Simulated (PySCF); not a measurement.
Kr(2+) (krypton, charge +2) across methods

[Ar] 3d10 4s1 4p4 4d1, one real determinant (an excited configuration). Computed with PySCF 2.14 in aug-cc-pVQZ-PP with ECP10MDF, with scalar relativity through the core potential.

| method | E (hartree) | mean ε 4p α (eV) | mean ε 4p β (eV) | mean ε 4d α (eV) | Σ⟨r²⟩ (bohr²) | ⟨S²⟩ |
| --- | --- | --- | --- | --- | --- | --- |
| LDA | -460.3583 | -35.075 | -32.087 | -15.497 | 28.98 | 6.001 |
| PBE0 | -460.9935 | -36.973 | -33.041 | -16.715 | 28.83 | 6.002 |
| B97-3 | -461.0579 | -36.949 | -33.033 | -16.616 | 28.81 | 6.002 |
| CAM-B3LYP | -460.9899 | -38.282 | -34.686 | -17.799 | 28.92 | 6.002 |
| revPBE | -461.1021 | -34.966 | -31.852 | -15.650 | 28.89 | 6.002 |
| PBE | -461.0214 | -34.986 | -31.926 | -15.634 | 28.91 | 6.002 |
| UHF | -459.74543 | -42.172 | -34.924 | -19.582 | 28.95 | 6.005 |
| TPSSh | -460.9403 | -35.947 | -32.358 | -16.095 | 28.80 | 6.002 |
| r2SCAN | -460.8887 | -35.828 | -32.118 | -15.693 | 28.80 | 6.004 |

⟨L²⟩ = 8.01 against 12 for a pure F term, so this real determinant mixes terms. Energies and moments cover only the electrons outside the core potential. The outer electron is Rydberg-like, and this basis confines it to a smaller radius and binds it less than a complete one would.
